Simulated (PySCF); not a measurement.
## Worked example for hydrogen bromide: proton affinity at atom Br1

Structure: `Br` (HBr). Coordinates in Å; atoms count from 1 in this order:
```
Br    0.7139   -0.0054   -0.0063
H    -0.7080    0.0078   -0.0221
```

These are calculated values, ωB97X-D3(BJ)/def2-TZVP in PySCF (grid level 2) at geometries from PBE0-D3(BJ)/def2-SVP. Zero-point and thermal terms (298.15 K, 1 bar) come from unscaled PBE0-D3(BJ)/def2-SVP harmonic frequencies, with soft modes damped to free rotors in the entropy.

Step: [H2Br]+ → HBr + H⁺.

```csv
species,charge,multiplicity,E / Eh
[H2Br]+,1,1,-2574.904370
HBr,0,1,-2574.673554
```

Thermal terms, products less reactant: Δ(H − E) = -15.55 kJ/mol, Δ(G − E) = -41.98 kJ/mol (the bare proton has no electronic energy, H = 5/2 RT). 1 Eh = 2625.50 kJ/mol.

What are ΔE, ΔH and ΔG of this step?

ΔE = 0.230816 Eh = 606.01 kJ/mol; ΔH = 590.5 kJ/mol; ΔG = 564.0 kJ/mol, all in the gas phase at 298.15 K and 1 bar. The digits show the arithmetic; the method itself can be off by 10 kJ/mol or more. The Active Thermochemical Tables (1.112) give ΔH = 579.7 kJ/mol.

Note: atoms from Ga to Kr are treated without relativity.
